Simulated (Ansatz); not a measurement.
Basis-set series for C$_{2}$H$_{6}$BS, SMILES `CC[B]S` radical. Total charge 0; spin multiplicity 2. The structure was optimised at the PBE0-D4/def2-TZVP level. It is one conformer, not always the lowest.

```json
{"atom": "C1", "x (Å)": "0.261", "y (Å)": "-1.333", "z (Å)": "-0.612"}
{"atom": "C2", "x (Å)": "-0.334", "y (Å)": "-0.021", "z (Å)": "-0.106"}
{"atom": "B3", "x (Å)": "0.658", "y (Å)": "1.146", "z (Å)": "0.113"}
{"atom": "S4", "x (Å)": "0.658", "y (Å)": "2.590", "z (Å)": "1.094"}
{"atom": "H5", "x (Å)": "-0.516", "y (Å)": "-2.082", "z (Å)": "-0.784"}
{"atom": "H6", "x (Å)": "0.969", "y (Å)": "-1.748", "z (Å)": "0.108"}
{"atom": "H7", "x (Å)": "0.800", "y (Å)": "-1.183", "z (Å)": "-1.550"}
{"atom": "H8", "x (Å)": "-1.060", "y (Å)": "0.362", "z (Å)": "-0.841"}
{"atom": "H9", "x (Å)": "-0.919", "y (Å)": "-0.191", "z (Å)": "0.809"}
{"atom": "H10", "x (Å)": "-0.517", "y (Å)": "2.460", "z (Å)": "1.769"}
```

```
functional       basis  functions  energy (Eh)  HOMO (eV)  LUMO (eV)
   PBE0-D4    def2-SVP         90   -502.35726      -5.51      -1.22
   PBE0-D4  def2-QZVPP        421   -502.62459      -5.61      -1.47
   ωB97M-V    def2-SVP         90   -502.52781      -7.27       0.45
   ωB97M-V  def2-QZVPP        421   -502.80081      -7.42       0.00
```

Problem. Give the rows for def2-TZVPP. (An estimate is asked.)

Solution. The calculation gave: 
| functional | basis | functions | energy (Eh) | HOMO (eV) | LUMO (eV) |
| --- | --- | --- | --- | --- | --- |
| PBE0-D4 | def2-TZVPP | 219 | -502.60641 | -5.59 | -1.42 |
| ωB97M-V | def2-TZVPP | 219 | -502.78335 | -7.40 | 0.10 |

HOMO and LUMO are taken over both spins. Positive LUMOs are unbound and depend on the basis.

Computed with Ansatz.
